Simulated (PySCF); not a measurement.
Compound: C3H10OSi2.
InChI=1S/C3H10OSi2/c1-2-4-6-3-5/h2H,1,3,6H2,5H3

Torsions of this conformer, `[CH2:1]=[CH:2][O:3][SiH2:4][CH2:5][SiH3:6]`: C1–C2–O3–Si4 -1°, C2–O3–Si4–C5 178°, O3–Si4–C5–Si6 -63°.

The closed-shell ground state was solved at several levels (PySCF, density fitting, gas phase, non-relativistic). Geometry: GFN2-xTB, one conformer, isolated molecule.

```json
{"level": "B3LYP/def2-SVPD", "basis functions": "211", "HOMO (eV)": "-6.83", "LUMO (eV)": "0.12", "gap (eV)": "6.95", "dipole (D)": "0.66"}
{"level": "PBE0/def2-SVPD", "basis functions": "211", "HOMO (eV)": "-7.05", "LUMO (eV)": "0.34", "gap (eV)": "7.39", "dipole (D)": "0.68"}
```

Question: What might PBE0/pcSseg-1 (166 basis functions) give for the same quantities?

Answer: HOMO -7.03 eV, LUMO 0.58 eV, gap 7.61 eV, dipole 0.66 D.

Question: Over all these levels, which gives the widest orbital gap and which the narrowest?

Answer: PBE0/pcSseg-1 (global hybrid, 25 % exact exchange) has the widest, 7.61 eV, and B3LYP/def2-SVPD (global hybrid, 20 % exact exchange) the narrowest, 6.95 eV. Functional and basis both differ between the two, so the spread mixes both effects.

Question: How far do the dipole and the HOMO energy spread over the levels?

Answer: The dipole runs from 0.66 to 0.68 D (mean 0.67 D) and the HOMO from -7.05 to -6.83 eV.
